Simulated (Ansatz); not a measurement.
This geometry of F2H2O2Zr + H2 (9 atoms, charge 0, multiplicity 1) is a first-order saddle point.

These are results of RKS PBE-D4/def2-SVP in Ansatz, not measurements.

```xyz
9
Properties=species:S:1:pos:R:3
Zr 0.173 -0.254 -0.086
O 0.574 -0.082 2.069
H -0.053 0.351 2.680
F 1.806 0.602 -0.609
O -1.388 0.861 -0.158
H -2.077 1.391 -0.585
F -0.036 -1.478 -1.555
H -0.097 -1.930 1.072
H 0.181 -1.198 1.808
```

Question: Which two structures does it join? (They come from a converged band through this point; their orientation in space is the band's.)

Answer: Bonds broken: H8–H9. Bonds formed: Zr1–H8, O2–H9. F2H2O2Zr + H2 becomes F2H4O2Zr.

Initial state:

```xyz
9
Properties=species:S:1:pos:R:3
Zr -0.256 0.058 -0.002
O -0.436 0.036 1.916
H -0.621 0.139 2.859
F 1.578 0.393 -0.489
O -1.336 1.451 -0.763
H -1.910 2.176 -1.041
F -0.844 -1.622 -0.740
H 1.650 -2.389 1.187
H 1.260 -1.980 1.709
```

Final state:

```xyz
9
Properties=species:S:1:pos:R:3
Zr 0.208 -0.444 -0.255
O 0.446 0.048 2.061
H -0.417 0.504 2.181
F 1.939 0.334 -0.551
O -1.328 0.689 0.255
H -2.025 1.130 -0.259
F -0.351 -1.086 -1.974
H 0.243 -2.110 0.635
H 0.370 -0.800 2.543
```

Question: How far does it lie above each of them?

Answer: 26.4 kcal/mol above the first and 5.1 kcal/mol above the second. This is the barrier of this one path; another mechanism may lie lower. The orbitals stay closed-shell, which can raise the energy where a bond breaks towards radicals; this wasn't checked here.

Run time: 5.8 min on 2 threads of Arm Neoverse V2 (shared host), peak memory 0.15 GiB.
